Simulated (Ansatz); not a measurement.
Wavefunction ladder for CF3HfNO (`O=C=[N][Hf]([F])([F])[F]`)

```tsv
atom	x (Å)	y (Å)	z (Å)
O1	-2.2539	-1.9613	1.3688
C2	-1.4580	-1.2684	0.8852
N3	-0.6327	-0.5501	0.3838
Hf4	0.7554	0.6573	-0.4587
F5	0.8085	2.3149	0.4603
F6	0.3179	0.9689	-2.2771
F7	2.4629	-0.1613	-0.3622
```

Total charge 0; spin multiplicity 1. Correlated methods include outer-core shells of Hf, which these sets cover unevenly. Hf: def2 effective core potential. The geometry is a stationary point of PBE0-D4/def2-TZVP. It is one conformer, not always the lowest. Frozen core, restricted reference, the Gaussian-basis code of Ansatz.

```
     basis     HF (Eh)  MP2 corr.  CCSD corr.       (T)  CCSD(T) total
  def2-SVP  -512.93385          ?           ?         ?              ?
def2-TZVPP  -513.53602          ?    -1.60663  -0.06449              ?
def2-QZVPP  -513.55776   -1.78719           –         –              –
```

Problem. Fill in the withheld values. (An estimate is asked.)

Solution. Ansatz gave: def2-SVP MP2 corr.: -1.23299; def2-SVP CCSD corr.: -1.22803; def2-SVP (T): -0.03659; def2-SVP CCSD(T) total: -514.19847; def2-TZVPP MP2 corr.: -1.62428; def2-TZVPP CCSD(T) total: -515.20714.
